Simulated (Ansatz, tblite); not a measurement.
Removing and adding an electron: SnEt3Br (C6H15BrSn). Charge 0, multiplicity 1. Geometry: PBE-D4/def2-SVP. Ansatz, gas phase; energy differences of separate SCF runs; the oxidised species was run as a doublet alone; the reduced species was run as a doublet alone.

```xyz
23

Sn   -0.032    0.009   -0.029
C     0.517    1.338   -1.678
C    -0.476    2.483   -1.877
H     0.587    0.697   -2.581
H     1.542    1.711   -1.462
H    -0.194    3.116   -2.746
H    -1.501    2.101   -2.060
H    -0.524    3.149   -0.991
C    -0.179    0.992    1.920
C    -0.816    0.101    2.986
H    -0.773    1.916    1.754
H     0.847    1.310    2.204
H    -0.920    0.637    3.954
H    -1.828   -0.235    2.681
H    -0.210   -0.809    3.182
C     1.031   -1.904    0.001
C     0.693   -2.798   -1.192
H     0.765   -2.391    0.962
H     2.115   -1.665    0.045
H     1.216   -3.776   -1.124
H    -0.395   -3.003   -1.249
H     0.991   -2.334   -2.155
Br   -2.458   -0.643   -0.546
```

In the def2 sets Sn takes a core potential; there is no spin–orbit coupling. The xTB rows come from tblite.

| level | −HOMO (eV) | vertical IE (eV) | −LUMO (eV) | vertical EA (eV) | HOMO–LUMO gap (eV) | IE − EA (eV) | remarks |
| --- | --- | --- | --- | --- | --- | --- | --- |
| GFN1-xTB | 11.22 | 13.68 | 7.16 | 4.65 | 4.07 | 9.03 | – |
| GFN2-xTB | 10.64 | 12.93 | 7.06 | 4.74 | 3.58 | 8.18 | – |
| PBE-D4/def2-TZVP | 6.13 | – | 1.14 | -0.92 | 4.99 | – | HOMO above zero (-1 doublet) |
| r2SCANh-D4/def2-TZVP | 6.81 | 8.77 | 0.56 | -1.19 | 6.25 | 9.96 | HOMO above zero (-1 doublet) |
| PBE0-D4/def2-TZVP | 7.29 | 8.89 | 0.24 | -1.17 | 7.05 | 10.06 | HOMO above zero (-1 doublet) |

Run but left out: PBE-D4/def2-TZVP (charge +1 doublet: an occupied level 0.20 eV above an empty one).   A HOMO above zero means that the electron is unbound at that level or that self-interaction error raises the level; the energy of removing that electron tells which. Raw xTB energy differences between charge states are shifted by several eV; the methods need an empirical correction for them. Sets without diffuse functions give affinities that are too small. A negative affinity means that the extra electron isn't bound; its size then hangs on the basis.
